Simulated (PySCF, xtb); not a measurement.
Zn(I)(SH) (HISZn), SMILES [I][Zn][SH]. Other conformers were not sampled.

Harmonic wavenumbers (cm⁻¹) from GFN2-xTB (xtb 6.7.1) at its own minimum, in rising order: 38, 86, 188, 317, 597, 2480.

Question: What does PBE0-D3(BJ)/def2-SVP (PySCF) give at its own minimum? (An estimate is asked for; the answer gives what the named calculation found.)

Answer: 77, 82, 218, 426, 631, 2702. Paired by order, the mean absolute difference is 73 cm⁻¹ and the zero-point energies are 5.3 and 5.9 kcal/mol.
